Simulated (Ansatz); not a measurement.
C2H10NPSi, SMILES `CCN([SiH3])P` from Hartree–Fock to CCSD(T)

```xyz
15

C     0.202    0.020    1.799
C    -0.636    0.423    0.600
N    -0.162   -0.139   -0.664
Si    0.848    0.846   -1.668
P    -0.514   -1.744   -1.097
H    -0.200    0.464    2.713
H     1.235    0.356    1.681
H     0.210   -1.064    1.928
H    -0.648    1.516    0.512
H    -1.678    0.115    0.748
H     1.093    0.124   -2.938
H     2.150    1.161   -1.015
H     0.168    2.147   -1.922
H    -0.164   -2.448    0.095
H    -1.904   -1.777   -0.771
```

Charge 0, multiplicity 1. The structure was optimised at the PBE0-D4/def2-TZVP level. It is one conformer, not always the lowest. Frozen core, restricted reference, Ansatz 0.2.0. CBS rows extrapolate triple and quadruple zeta; past MP2 they add the triple-zeta difference.

```csv
basis,HF (Eh),MP2 corr.
def2-TZVPP,-765.76572,-0.84953
def2-QZVPP,-765.79185,-0.90763
```

Estimate the CCSD correlation energy and the (T) correction in each basis where they were run (hartree).


| basis | CCSD corr. | (T) |
| --- | --- | --- |
| def2-TZVPP | -0.91643 | -0.03636 |
| CBS(def2) | -1.01757 | as TZ |
